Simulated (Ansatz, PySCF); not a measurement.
C₂H₆B, SMILES C[B]C, multiplicity 2. Atoms are numbered in the order given.

```xyz
9

C      1.3870    -0.0986     0.1658
B      0.0298     0.2805    -0.4660
C     -1.3993    -0.0182     0.0371
H      1.6470    -1.0725    -0.2779
H      2.2118     0.5743    -0.0744
H      1.3430    -0.2533     1.2518
H     -1.4655    -0.9008     0.6866
H     -2.1596    -0.0808    -0.7432
H     -1.6704     0.8486     0.6601
```
Charge 0, spin multiplicity 2.

Geometry: PBE0-D3(BJ)/def2-TZVP. The isomer is the one that the SMILES or the coordinates give; other isomers of the formula were not compared.

Two levels are set side by side: PBE-D3(BJ)/def2-TZVP (Ansatz, a program for electronic structure) and PBE0-D3(BJ)/def2-TZVP (Ansatz). Each level has its own optimised geometry; the coordinates shown are those of the second. Frequencies come from the Hessian of PySCF at each geometry. Differences are taken from unrounded values.

| quantity | PBE0-D3(BJ) |
|---|---|
| mean bond length (Å) | 1.209 |
| bond C1–B2 (Å) | 1.544 |
| bond B2–C3 (Å) | 1.544 |
| bond C1–H4 (Å) | 1.101 |
| bond C1–H5 (Å) | 1.091 |
| bond C1–H6 (Å) | 1.098 |
| bond C3–H7 (Å) | 1.098 |
| bond C3–H8 (Å) | 1.091 |
| bond C3–H9 (Å) | 1.101 |
| highest harmonic wavenumber (cm⁻¹) | 3123 |
| mean harmonic wavenumber (cm⁻¹) | 1539 |
| zero-point energy (kcal/mol) | 46.21 |

What does PBE-D3(BJ) give, and how far is it from PBE0-D3(BJ)? (The exact figures need the calculation; the answer reports its results.)


```csv
quantity,PBE-D3(BJ),PBE-D3(BJ) minus PBE0-D3(BJ)
mean bond length (Å),1.215,0.007
bond C1–B2 (Å),1.547,0.002
bond B2–C3 (Å),1.547,0.002
bond C1–H4 (Å),1.109,0.008
bond C1–H5 (Å),1.099,0.007
bond C1–H6 (Å),1.106,0.008
bond C3–H7 (Å),1.106,0.008
bond C3–H8 (Å),1.099,0.007
bond C3–H9 (Å),1.109,0.008
highest harmonic wavenumber (cm⁻¹),3036,-87
mean harmonic wavenumber (cm⁻¹),1494,-45
zero-point energy (kcal/mol),44.84,-1.37
```

GGA bonds tend to be longer and softer than those of functionals with exact exchange. Differences between two approximate levels are no errors against the true value.
